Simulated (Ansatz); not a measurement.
Basis-set extrapolation for C$_{2}$H$_{6}$OSi$_{2}$ (`[SiH3]C1=C[SiH2]O1`) (PBE0-D4/def2-TZVP geometry, frozen core, Ansatz). Multiplicity 1, RHF reference.

```tsv
	def2-TZVPP	def2-QZVPP
HF	-732.021763	-732.047034
MP2 correlation	-0.788869	-0.845981
CCSD(T) correlation	-0.869412	not run
```

Energies in hartree. Use E(X) = E(∞) + A·exp(−7.88·√X) for Hartree–Fock and E(X) = E(∞) + B·X^(−2.97) for correlation, with X = 3 and 4, and add CCSD(T) minus MP2 of the smaller set to the MP2 limit.

Question: What is the CCSD(T) energy at the basis-set limit?

Answer: HF limit: -732.047034 + (-0.025271) × 0.13774 = -732.05051. MP2 limit: -0.845981 + (-0.057112) × 0.74074 = -0.88829. Higher-order term: -0.869412 − (-0.788869) = -0.08054. Total: -733.01934 hartree, 80.4 kcal/mol below CCSD(T)/def2-TZVPP.
